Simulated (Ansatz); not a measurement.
SiHClF2, singlet: harmonic vibrations.

in.yaml

```yaml
crystal:
  periodic: [false, false, false]
  atoms:
    - {symbol: Si, position_ang: [-0.142674, 0.934028, 0.887445]}
    - {symbol: Cl, position_ang: [0.481749, -1.113044, -1.392866]}
    - {symbol: H, position_ang: [1.440198, -0.406672, -1.865056]}
    - {symbol: F, position_ang: [-1.684513, 0.875070, 0.444840]}
    - {symbol: F, position_ang: [-0.094658, -0.289283, 1.925638]}
basis:
  gaussian: {orbitals: def2-TZVP}
hamiltonian: {xc: pbe0, dispersion: d4}
phonons: {temperatures: {t_min: 298.15, t_max: 900, t_step: 200}}
```

Launched with

```bash
ansatz run in.yaml --threads 2 --pin off --events-out ev --progress --plain --max-ram 4352MiB
```

Output of Ansatz 0.2.0:

```
Functional definition: PBE0
  name "PBE0"
  cite "Adamo & Barone, J. Chem. Phys. 110, 6158 (1999) doi:10.1063/1.478522"
  cite "Perdew, Burke & Ernzerhof, Phys. Rev. Lett. 77, 3865 (1996) doi:10.1103/PhysRevLett.77.3865"
  parent pbe
  parameter a = 0.25
  parameter kappa = 0.804
  parameter beta = 0.06672455060314922
  exchange = (1 - a)*pbe_x(kappa = kappa, mu = beta*pi^2/3) + a*exact_x
  correlation = pbe_c(beta = beta)
892 factors; their error is unknown
mean field evaluation 1: about -25840.2296 eV, gradient 4.6e1 eV
mean field evaluation 2: about -25834.5267 eV, gradient 8.0e1 eV
mean field evaluation 4: about -25843.3048 eV, gradient 1.1e0 eV
mean field evaluation 8: about -25843.4011 eV, gradient 1.5e-1 eV
mean field evaluation 16: about -25843.4011 eV, gradient 3.1e-5 eV
mean field -25843.40112280 eV, -949.7274739763 hartree, gradient 3.1e-5 eV, S^2 0.000000; 0 other end points of the search recorded, 0 dependent functions left out
the calculation of the forces begins
reference -25843.40114668 eV, -949.7274748542 hartree; 25, 25 occupied and 117, 117 virtual orbitals, 892 factors
these checks for a lower state are left out or cut short: stability, starts, cluster_reference, orbital_swaps, neighbouring_geometries, increment
892 factors; their error is unknown
WARN: phonons: modes at or below zero, which the zero-point energy, F, S and C_V leave out: 1, the lowest at -17.42 cm⁻¹. A minimum has none, and a first-order saddle one
Total energy: -25843.48135474 eV, -949.7304224457 hartree
Atom 0 at    -0.142674     0.934028     0.887445 Å, force    -0.001268    -0.000631     0.000823 eV/Å
Atom 1 at     0.481749    -1.113044    -1.392866 Å, force     0.000660     0.000126    -0.000610 eV/Å
Atom 2 at     1.440198    -0.406672    -1.865056 Å, force    -0.000644    -0.000418     0.000365 eV/Å
Atom 3 at    -1.684513     0.875070     0.444840 Å, force     0.001760    -0.000357     0.000758 eV/Å
Atom 4 at    -0.094658    -0.289283     1.925638 Å, force    -0.000507     0.001280    -0.001337 eV/Å
Dipole moment:     0.397474     0.138841    -0.317318 e Å
Vibrations: -17.42 63.14 73.01 116.07 263.77 346.37 849.20 859.90 2981.83 cm⁻¹, zero-point energy 0.344260 eV

[the SCF lines of later steps are left out]
```

The lines “mean field evaluation” count trial sets of orbitals through the whole run, from several starts and some on an approximate energy, so they need not fall steadily or lie above the final value.

Hardware: 2 CPU threads of an Intel Xeon 6975P-C, shared host. Wall time about 34 s.
